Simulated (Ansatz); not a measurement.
Cartesian coordinates in Å:
```
C -0.103 0.196 -1.594
O -0.563 0.082 -0.271
W -0.068 -0.168 1.471
F -1.548 -0.219 2.586
S 1.232 1.419 2.020
S 1.023 -1.986 1.588
H 0.438 -0.711 -1.874
H 0.557 1.062 -1.679
H -0.968 0.326 -2.247
```

Charge 0, multiplicity 1. W: def2 effective core potential.

Question: List the r2SCAN/def2-TZVPP orbital energies in eV (Ansatz 0.2.0). (Estimate.)

Answer: Ansatz gave: Occupied: -2409.04, -2409.02, -666.84, -517.65, -275.41, -213.48, -213.47, -157.48, -157.47, -157.47, -157.46, -157.44, -157.43, -81.78, -45.56, -45.39, -45.13, -31.01, -27.68, -18.75, -17.80, -17.41, -13.62, -12.84, -12.66, -12.36, -11.53, -11.51, -9.55, -9.18, -9.00, -8.42, -8.13, -7.48, -7.31, -6.42. Lowest empty: -3.29, -3.06, -2.06, -1.79, -1.78, 0.00, 1.50, 2.04.
